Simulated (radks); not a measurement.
Valence configurations of Zn I (all share [Ar]). Method: non-relativistic Kohn-Sham, r2SCAN, spin-unpolarised, spherical densities, point nucleus; meta-GGA in the generalised Kohn-Sham scheme; computed with a radial shooting solver on a logarithmic mesh with Libxc functionals. Energies are relative to 3d10 4s2; eigenvalues in eV.

| valence | E (eV) | e(3d) | e(4p) | e(4s) |
|---|---|---|---|---|
| 3d10 4s2 | 0.000 | -10.904 | - | -6.059 |
| 3d9 4s2 4p1 | 13.244 | -19.235 | -2.593 | -8.738 |
| 3d8 4s2 4p2 | 33.553 | -28.060 | -3.970 | -11.090 |
| 3d10 4p2 | 10.395 | -14.960 | -2.800 | - |
| 3d10 4s1 4p1 | 5.160 | -13.088 | -2.041 | -7.219 |
| 3d9 4p3 | 25.744 | -22.680 | -4.003 | - |
| 3d10 4s1.5 4p0.5 | 2.580 | -12.049 | -1.558 | -6.701 |
| 3d9.5 4s2 4p0.5 | 5.794 | -15.021 | -1.826 | -7.462 |
| 3d8 4s1 4p3 | 40.729 | -29.642 | -4.619 | -11.845 |

NIST lists [Ar] 3d10 4s2 as the ground configuration; this level of theory agrees among the configurations tried. The energies are those of spherical spin-averaged densities, not of single terms.
